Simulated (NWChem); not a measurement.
System: AlClF2; SMILES [Cl][Al]([F])[F]

NWChem input:

```
start job
memory heap 200 mb stack 900 mb global 1100 mb
geometry units angstroms noautoz
  Al     0.000000     0.000000     0.421126
  F      0.000000    -1.418293     1.257487
  F      0.000000     1.418293     1.257487
  Cl     0.000000     0.000000    -1.645399
end
basis spherical
  * library 6-31g*
end
dft
  xc xcamb88 1.00 lyp 1.0 hfexch 1.00
  cam 0.33 cam_alpha 0.0 cam_beta 1.0
  iterations 150
  mulliken
end
task dft energy
```

All runs use the structure optimised with PBE0/def2-SVP.

Problem. What results follow from this input? (LC-BLYP (range parameter 0.33 per bohr)/6-31G* (spherical d).) Quantities: energy (Ha); highest occupied level (eV); orbital gap (eV).

Solution. 
```json
{
  "energy (Ha)": "-901.78",
  "highest occupied level (eV)": "-12.09",
  "orbital gap (eV)": "12.46"
}
```
